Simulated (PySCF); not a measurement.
Gas-phase reaction: C2HF5 + 4 C4H10 (n-butane) = 5 C2H5F + 4 C2H4

Computed with PySCF (xtb for GFN2) and rigid-rotor harmonic-oscillator thermochemistry at 1 bar. S°(298 K) at PBE0/def2-TZVP differs from the NASA 1993 table for C4H10 (n-butane) (-9 J/mol/K); whether the harmonic model or the table's entry is off was not settled. † marks an energy on the PBE0/def2-TZVP geometry and frequencies; other levels use their own. MP2 freezes the core. 6-31G* has spherical d functions here. All species are closed-shell singlets. B3LYP is the form with VWN-RPA correlation. MP2 isn't extrapolated to the basis-set limit; its ΔH°(298 K) is 598.8 kJ in def2-SVP and 520.0 kJ in def2-TZVPP. The harmonic model lacks anharmonicity and excited electronic states, which grow with temperature; levels with a mode under 35 cm⁻¹ are left out. Internal rotation in C2HF5, C4H10 (n-butane), C2H5F is treated as a harmonic vibration of one conformer, which makes the entropy rough.

| level | ΔE electronic, kJ | ΔH°(298 K), kJ | ΔS°(298 K), J/K | ΔG°(2500 K), kJ |
|---|---|---|---|---|
| B3LYP/6-31G* | 553 | 511 | 658 | -1017 |
| BLYP/def2-TZVP† | 341 | 301 | 659 | -1227 |
| GFN2-xTB | 568 | 514 | 654 | -1019 |
| HF/6-31G* | 519 | 479 | 668 | -1077 |
| MP2/def2-SVP† | 639 | 599 | 659 | -929 |
| MP2/def2-TZVPP† | 560 | 520 | 659 | -1008 |
| PBE0/def2-SVP† | 650 | 610 | 659 | -918 |
| PBE0/def2-TZVP | 553 | 513 | 659 | -1015 |
| r2SCAN/def2-TZVP† | 544 | 504 | 659 | -1024 |
ΔH° is lowest at BLYP/def2-TZVP† and highest at PBE0/def2-SVP†. No reference value is set beside these.
